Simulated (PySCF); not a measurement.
## Where the electron goes

Compound: C₆H₁₅P.
Cartesian coordinates in Å at the PBE0-D3(BJ)/def2-SVP level; atoms count from 1:
```
atom  x, y, z in Å
C1    -1.6431   -2.2593    0.4136
C2    -0.3136   -1.5323    0.5534
P3    -0.1624   -0.0466   -0.5575
C4     1.5163    0.5575   -0.0282
C5     2.6630   -0.2564   -0.6109
C6    -1.2272    1.1510    0.3890
C7    -1.2939    2.5317   -0.2478
H8    -2.4898   -1.6294    0.7289
H9    -1.8261   -2.5571   -0.6305
H10   -1.6678   -3.1696    1.0324
H11   -0.1357   -1.2300    1.6014
H12    0.5113   -2.2104    0.2778
H13    1.5921    1.6031   -0.3705
H14    1.5687    0.5821    1.0753
H15    2.6078   -0.2915   -1.7100
H16    2.6537   -1.2960   -0.2479
H17    3.6385    0.1745   -0.3361
H18   -2.2369    0.7088    0.4254
H19   -0.8735    1.2141    1.4340
H20   -0.3097    3.0255   -0.2591
H21   -1.9817    3.1929    0.3020
H22   -1.6434    2.4730   -1.2905
```

Computed with TDDFT PBE0/def2-SVPD, vertical, gas phase, core orbitals frozen in the response in PySCF.

Kohn–Sham orbitals with the atoms that hold most of them (Löwdin shares over 4%, at most four atoms):

```json
{"orbital": "LUMO+2", "ε (eV)": "0.84", "atoms": "C7 14%, P3 12%, C2 10%, C1 9%"}
{"orbital": "LUMO+1", "ε (eV)": "0.84", "atoms": "C5 15%, P3 12%, C4 8%, C1 8%"}
{"orbital": "LUMO", "ε (eV)": "0.82", "atoms": "C6 8%, C2 8%, C4 8%, C1 8%"}
{"orbital": "HOMO", "ε (eV)": "-6.26", "atoms": "P3 59%, C6 10%, C2 10%, C4 10%"}
{"orbital": "HOMO-1", "ε (eV)": "-8.43", "atoms": "C2 22%, P3 20%, C6 12%, C1 8%"}
{"orbital": "HOMO-2", "ε (eV)": "-8.43", "atoms": "C4 22%, P3 20%, C6 14%, C5 10%"}
{"orbital": "HOMO-3", "ε (eV)": "-9.64", "atoms": "C7 14%, C5 14%, C4 12%, C6 12%"}
```

Within 0.005 eV of a neighbour in this list lie HOMO-2/HOMO-1 and LUMO+1/LUMO+2 (point group found: C3); within a degenerate set the shares of single atoms can hang on how the components are chosen.

(1) The HOMO–LUMO gap is 7.09 eV. Where does the response calculation put the lowest singlet, and from which orbitals?

Results:

(1) S1 is at 6.11 eV (f = 0.085), 0.97 eV below the gap, made of HOMO→LUMO+1/LUMO+2 (98%). S1/S2 lie within about 0.01 eV of each other. 

Next come S2 at 6.11 eV (f 0.085), HOMO→LUMO+1/LUMO+2 (98%); S3 at 6.16 eV (f 0.021), HOMO→LUMO (99%); S4 at 6.80 eV (f 0.153), HOMO→LUMO+3 (99%); S5 at 6.96 eV (f 0.033), HOMO→LUMO+4 (93%).

Orbitals of the list HOMO-3 to LUMO+2 that lie within 0.01 eV of each other are written together with a slash and their weights summed (≥ marks a lower bound); for degenerate orbitals outside that list single weights are arbitrary.

One conformer stands for the species.
